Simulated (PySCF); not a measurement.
PySCF job for CH₅FN₂Si₂, SMILES N1=C[Si@@H](F)N[SiH2]1, TDA-ωB97X/def2-SVPD. Coordinates come from a r2SCAN-D4/def2-SVP optimisation. The structure was generated by enumeration; whether it is a known compound was not checked.

```python
import numpy as np
from pyscf import gto, scf, dft, tdscf

mol = gto.M(
    atom='''
    F    -2.02528509    1.21164129   -0.31659005
    Si   -1.02283713   -0.04168821   -0.60914437
    C    -0.56583966   -0.93300659    1.02022733
    N     0.66446803   -0.89176542    1.38468542
    Si    1.72786776   -0.02611600    0.25726594
    N     0.58642028    0.43996715   -0.98802953
    H    -1.71252593   -0.82504016   -1.66785030
    H    -1.29486732   -1.45638295    1.67476347
    H     2.36877416    1.11976503    0.96152601
    H     2.79073847   -0.94423043   -0.24065635
    H     0.84383713    0.91100329   -1.85012943
    ''',
    basis='def2-SVPD',
    charge=0,
    spin=0,
    max_memory=1600,
    verbose=4,
)
mf = dft.RKS(mol, xc='wb97x').density_fit(auxbasis='def2-universal-jkfit')
mf.grids.level = 3
mf.conv_tol = 1e-9
mf.max_cycle = 100
mf.kernel()
mf.grids = dft.Grids(mol).set(level=1).build(with_non0tab=True)  # coarser grid for the response kernel
td = tdscf.TDA(mf)
td.singlet = True
td.nstates = 10
td.conv_tol = 1e-4
td.positive_eig_threshold = 1e-6
td.kernel(x0=td.get_init_guess(mf, 15))
td.analyze()
tt = tdscf.TDA(mf)
tt.singlet = False
tt.nstates = 4
tt.conv_tol = 1e-4
tt.positive_eig_threshold = 1e-6
tt.kernel(x0=tt.get_init_guess(mf, 9))
tt.analyze(verbose=3)
```

Output:

```
PySCF version 2.14.0

[INPUT] verbose = 4
[INPUT] num. atoms = 11
[INPUT] num. electrons = 62
[INPUT] charge = 0
[INPUT] spin (= nelec alpha-beta = 2S) = 0
[INPUT] symmetry False subgroup None
[INPUT] Mole.unit = angstrom
[INPUT] Symbol           X                Y                Z      unit          X                Y                Z       unit  Magmom
[INPUT]  1 F     -2.025285090000   1.211641290000  -0.316590050000 AA   -3.827234144265   2.289670199315  -0.598268488262 Bohr   0.0
[INPUT]  2 Si    -1.022837130000  -0.041688210000  -0.609144370000 AA   -1.932882045736  -0.078779299523  -1.151116029621 Bohr   0.0
[INPUT]  3 C     -0.565839660000  -0.933006590000   1.020227330000 AA   -1.069281987817  -1.763126927514   1.927950238496 Bohr   0.0
[INPUT]  4 N      0.664468030000  -0.891765420000   1.384685420000 AA    1.255662595229  -1.685192411158   2.616676212478 Bohr   0.0
[INPUT]  5 Si     1.727867760000  -0.026116000000   0.257265940000 AA    3.265196845866  -0.049352087469   0.486162167779 Bohr   0.0
[INPUT]  6 N      0.586420280000   0.439967150000  -0.988029530000 AA    1.108173723091   0.831417417305  -1.867105214683 Bohr   0.0
[INPUT]  7 H     -1.712525930000  -0.825040160000  -1.667850300000 AA   -3.236204988916  -1.559099944167  -3.151780283774 Bohr   0.0
[INPUT]  8 H     -1.294867320000  -1.456382950000   1.674763470000 AA   -2.446944602450  -2.752164907986   3.164844281726 Bohr   0.0
[INPUT]  9 H      2.368774160000   1.119765030000   0.961526010000 AA    4.476334413347   2.116049230565   1.817020820546 Bohr   0.0
[INPUT] 10 H      2.790738470000  -0.944230430000  -0.240656350000 AA    5.273731393588  -1.784336911180  -0.454774591637 Bohr   0.0
[INPUT] 11 H      0.843837130000   0.911003290000  -1.850129430000 AA    1.594621069439   1.721546716678  -3.496237917698 Bohr   0.0

nuclear repulsion = 368.662680525422
number of shells = 73
number of NR pGTOs = 257
number of NR cGTOs = 171
basis = def2-SVPD
ecp = {}


[settings echo left out]
init E= -829.656958311749
  HOMO = -0.259403045732943  LUMO = -0.0822637858036512  gap/eV = 4.82020
cycle= 1 E= -829.026663664316  delta_E= 0.63  |g|= 0.686  |ddm|= 4.58
  HOMO = -0.304249005525714  LUMO = 0.0162918062194426  gap/eV = 8.72236
cycle= 2 E= -829.025595655389  delta_E= 0.00107  |g|= 0.77  |ddm|= 1.77
  HOMO = -0.354067492257366  LUMO = 0.0156671319337338  gap/eV = 10.06099
cycle= 3 E= -829.131414855852  delta_E= -0.106  |g|= 0.0608  |ddm|= 0.883
  HOMO = -0.347538910058467  LUMO = 0.0218466005014912  gap/eV = 10.05149
cycle= 4 E= -829.132289657811  delta_E= -0.000875  |g|= 0.0382  |ddm|= 0.152
  HOMO = -0.350099163868896  LUMO = 0.0223304769809927  gap/eV = 10.13433
cycle= 5 E= -829.132618823853  delta_E= -0.000329  |g|= 0.00959  |ddm|= 0.0716
  HOMO = -0.349661677232277  LUMO = 0.022586846588565  gap/eV = 10.12940
cycle= 6 E= -829.132648698607  delta_E= -2.99e-05  |g|= 0.00271  |ddm|= 0.0315
  HOMO = -0.350076918700652  LUMO = 0.022356970475077  gap/eV = 10.13444
cycle= 7 E= -829.132651573021  delta_E= -2.87e-06  |g|= 0.00119  |ddm|= 0.00853
  HOMO = -0.349994944746032  LUMO = 0.0224350876475614  gap/eV = 10.13434
cycle= 8 E= -829.132652285449  delta_E= -7.12e-07  |g|= 0.000548  |ddm|= 0.00522
  HOMO = -0.350040981054052  LUMO = 0.0224397045825189  gap/eV = 10.13572
cycle= 9 E= -829.132652449017  delta_E= -1.64e-07  |g|= 0.00016  |ddm|= 0.00203
  HOMO = -0.350064336400937  LUMO = 0.0224232567145948  gap/eV = 10.13590
cycle= 10 E= -829.132652476517  delta_E= -2.75e-08  |g|= 6.5e-05  |ddm|= 0.000664
  HOMO = -0.350054066844041  LUMO = 0.0224349566782744  gap/eV = 10.13594
cycle= 11 E= -829.132652483156  delta_E= -6.64e-09  |g|= 3.32e-05  |ddm|= 0.000301
  HOMO = -0.350056987168207  LUMO = 0.0224305093042005  gap/eV = 10.13590
cycle= 12 E= -829.132652485027  delta_E= -1.87e-09  |g|= 1.81e-05  |ddm|= 0.000188
  HOMO = -0.350057433376085  LUMO = 0.0224310569320987  gap/eV = 10.13593
cycle= 13 E= -829.132652485474  delta_E= -4.47e-10  |g|= 8.88e-06  |ddm|= 0.000106
  HOMO = -0.350056097059193  LUMO = 0.0224314873179212  gap/eV = 10.13590
Extra cycle  E= -829.132652485499  delta_E= -2.55e-11  |g|= 8.88e-06  |ddm|= 2.97e-05
converged SCF energy = -829.132652485499
tot grids = 45904
Overwritten attributes  positive_eig_threshold  of <class 'pyscf.tdscf.rks.TDA'>


******** <class 'pyscf.tdscf.rks.TDA'> for <class 'pyscf.df.df_jk.DFRKS'> ********
nstates = 10 singlet
deg_eia_thresh = 1.000e-03
wfnsym = None
conv_tol = 0.0001
eigh lindep = 1e-12
eigh level_shift = 0
eigh max_cycle = 100


Excitation energies (eV)
[3.67841331 6.41563305 7.02351964 7.19173691 7.37821073 7.67607073
 7.80426778 7.84449429 8.03155657 8.2241617 ]

** Singlet excitation energies and oscillator strengths **
Excited State   1:      3.67841 eV    337.06 nm  f=0.0005
      31 -> 32        0.69039
Excited State   2:      6.41563 eV    193.25 nm  f=0.0275
      29 -> 32        0.10370
      30 -> 32       -0.68851
Excited State   3:      7.02352 eV    176.53 nm  f=0.0135
      31 -> 33       -0.38358
      31 -> 34        0.49384
      31 -> 35       -0.12465
      31 -> 37       -0.20617
Excited State   4:      7.19174 eV    172.40 nm  f=0.0092
      30 -> 33       -0.19638
      31 -> 33       -0.46501
      31 -> 34       -0.42025
      31 -> 37       -0.11868
      31 -> 40        0.10356
Excited State   5:      7.37821 eV    168.04 nm  f=0.0194
      30 -> 33        0.61465
      30 -> 34        0.18340
      31 -> 33       -0.13937
      31 -> 34       -0.10196
Excited State   6:      7.67607 eV    161.52 nm  f=0.0864
      29 -> 32       -0.33003
      31 -> 34        0.13495
      31 -> 35        0.54723
      31 -> 37       -0.10495
Excited State   7:      7.80427 eV    158.87 nm  f=0.1845
      28 -> 32       -0.10567
      29 -> 32       -0.48636
      30 -> 34        0.22581
      30 -> 35       -0.10593
      31 -> 33       -0.12186
      31 -> 35       -0.29911
Excited State   8:      7.84449 eV    158.05 nm  f=0.0211
      29 -> 32       -0.16083
      30 -> 33        0.19181
      30 -> 34       -0.53972
      30 -> 35        0.15101
      30 -> 36       -0.12238
      30 -> 40        0.13654
      31 -> 35       -0.16672
Excited State   9:      8.03156 eV    154.37 nm  f=0.0467
      25 -> 32        0.22897
      26 -> 32       -0.14523
      27 -> 32       -0.14270
      28 -> 32        0.29767
      29 -> 32       -0.15671
      31 -> 36       -0.21585
      31 -> 37       -0.31963
      31 -> 38        0.22606
      31 -> 41        0.15370
Excited State  10:      8.22416 eV    150.76 nm  f=0.0039
      24 -> 32        0.24863
      25 -> 32        0.16422
      26 -> 32        0.16328
      27 -> 32        0.52135
      28 -> 32        0.18612
      30 -> 34       -0.12866

** Transition electric dipole moments (AU) **
state          X           Y           Z        Dip. S.      Osc.
  1         0.0417     -0.0037      0.0571      0.0050      0.0005
  2        -0.4087     -0.0487      0.0745      0.1749      0.0275
  3         0.0617      0.1324     -0.2389      0.0784      0.0135
  4         0.1020      0.0723      0.1913      0.0522      0.0092
  5         0.0653     -0.3210     -0.0135      0.1075      0.0194
  6        -0.5742     -0.2467      0.2624      0.4595      0.0864
  7        -0.8734     -0.0499     -0.4467      0.9649      0.1845
  8        -0.2913      0.1158     -0.1062      0.1095      0.0211
  9        -0.2427     -0.1771      0.3831      0.2371      0.0467
 10        -0.0581      0.1235      0.0223      0.0191      0.0039

** Transition velocity dipole moments (imaginary part, AU) **
state          X           Y           Z        Dip. S.      Osc.
  1         0.0011     -0.0046     -0.0038      0.0000      0.0002
  2        -0.0755      0.0177     -0.0074      0.0061      0.0171
  3        -0.0179      0.0251     -0.0637      0.0050      0.0129
  4         0.0103      0.0041      0.0673      0.0047      0.0117
  5         0.0033     -0.0830     -0.0095      0.0070      0.0172
  6        -0.0645     -0.0599      0.1010      0.0180      0.0424
  7        -0.0803      0.0057     -0.0609      0.0102      0.0237
  8        -0.0221      0.0384     -0.0124      0.0021      0.0049
  9        -0.0133     -0.0694      0.0668      0.0095      0.0214
 10        -0.0040      0.0120      0.0036      0.0002      0.0004

** Transition magnetic dipole moments (imaginary part, AU) **
state          X           Y           Z
  1        -0.9609     -0.1527     -0.0587
  2        -0.2310     -0.0693      0.1017
  3         0.0895     -0.3986     -0.2684
  4        -0.5168      0.0362      0.0185
  5         1.0135     -0.1499     -0.2202
  6        -0.2126      0.1410      0.2537
  7        -0.5116      1.4647      1.0624
  8         0.0620      0.8056     -0.1753
  9         0.5877      0.4885      0.0087
 10        -0.0218      0.4631     -0.8879


******** <class 'pyscf.tdscf.rks.TDA'> for <class 'pyscf.df.df_jk.DFRKS'> ********
nstates = 4 triplet
deg_eia_thresh = 1.000e-03
wfnsym = None
conv_tol = 0.0001
eigh lindep = 1e-12
eigh level_shift = 0
eigh max_cycle = 100


Excitation energies (eV)
[2.97359739 4.70825801 6.207042   6.88623967]

** Triplet excitation energies and oscillator strengths **
Excited State   1:      2.97360 eV    416.95 nm  f=0.0000
Excited State   2:      4.70826 eV    263.33 nm  f=0.0000
Excited State   3:      6.20704 eV    199.75 nm  f=0.0000
Excited State   4:      6.88624 eV    180.05 nm  f=0.0000
```

Self-consistency was reached.
